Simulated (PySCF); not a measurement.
# Correlation energy of Te³⁺ (tellurium, charge +3)

[Kr] 4d10 5s2 5p1, 2P determinant. Computed with PySCF 2.14 in aug-cc-pVQZ-PP with ECP28MDF, with scalar relativity through the core potential. Frozen: 4s2 4p6 4d10; 3 electrons correlated.

| level | correlation energy (mhartree) |
| --- | --- |
| CCSD | -49.54 |
| (T) | -0.63 |
| CCSD(T) | -50.17 |

Diagnostics: T1 = 0.0076, D1 = 0.0174, largest double amplitude 0.092.

Cost of the coupled-cluster step: about 12 core-seconds, for 3 correlated electrons.
